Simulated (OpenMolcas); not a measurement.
**Xe4+: from CASSCF to CASPT2**

```yaml
Program: OpenMolcas 26.06
Basis: ANO-RCC-VTZP [7s6p4d2f1g]
Scalar_Hamiltonian: DKH2, point nucleus
Active_space: 4 electrons in 4 orbitals (5s 5p)
State_averaging: 2S+1 = 3 even, 3 roots; 2S+1 = 1 even, 6 roots; 2S+1 = 5 odd, 1 root; 2S+1 = 3 odd, 8 roots
Spin-orbit_coupling: RASSI with atomic mean-field integrals over the reference wave functions, term energies averaged over their components
```

Methods on the same reference wave functions:
A. CASSCF
B. SS-CASPT2, IPEA 0.25 Eh, imaginary shift 0.1 Eh (closed shells correlated: 4d)

Energies in cm⁻¹ above 5s² 5p² ³P₀, the measured ground level; measured values from Saloman, J. Phys. Chem. Ref. Data 33, 765 (2004).

| Level | A | B | Measured |
| --- | --- | --- | --- |
| 5s² 5p² ³P₀ | 0.0 | 0.0 | 0.0 |
| 5s² 5p² ³P₁ | 8040 | 7940 | 9292 |
| 5s² 5p² ³P₂ [71 %] | 13516 | 12590 | 14127 |
| 5s² 5p² ¹D₂ [71 %] | 28482 | 25800 | 28411 |
| 5s² 5p² ¹S₀ | 42433 | 43410 | 44470 |
| 5s 5p³ ⁵S°₂ | 77475 | 89200 | 92183 |
| 5s 5p³ ³D°₂ | 119972 | 111800 | 116097 |
| 5s 5p³ ³D°₁ | 121011 | 112550 | 115286 |
| 5s 5p³ ³D°₃ | 123020 | 114180 | 119919 |

Deviations, from unrounded energies. A percentage is the sum of absolute deviations over the sum of measured energies, with the sign that they share, or ± where signs differ.

```tsv
Against measurement	Levels	A	B
mean absolute deviation (cm-1)	8	3900	2800
fine structure of the ground term (%)	2	-8.0	-12.3
other terms of the ground configuration (%)	2	±2.9	-5.0
other configurations (%)	4	±6.2	-3.6
```

B lies closest to measurement on these levels. The largest miss of B in the table is 5s 5p³ ³D°₃, by -5700 cm-1. The ranking rests on the paired levels alone, and a cruder setting can come out closer through cancelling errors.

From A to B the spin-free energies of the other terms of 5s² 5p² shown, above ³P, scale by factors of 0.74 to 1.05.

The lowest spin-free term lies below A's lowest term by 0.499 hartree in B.

Term energies are means over components that CASPT2 splits; among the terms shown or strongly mixed into the levels shown the widest spread is 390 cm-1 (5s 5p³ ³D°, B). Over all roots computed the reference weight is 0.86 to 0.95 in B; the roots of lowest weight are the least certain, and an intruder state may touch them. Terms of s pⁿ other than that of highest spin mix with s² pⁿ⁻² d, which this space lacks; all of them can be thousands of cm-1 off, and some have no real level of that name. Computed and measured levels are paired by configuration, term and J; levels that our copy of the source lacks, or whose pairing is in doubt (as where it misses far off the trend of its configuration), stay unpaired and out of the deviations. Only configurations of the active space appear. The table leaves out levels that lie high or whose names do not pair safely across all columns.

A share in square brackets marks a mixed level and gives the weight of the term that names it, the lowest over the columns. ° marks odd parity.
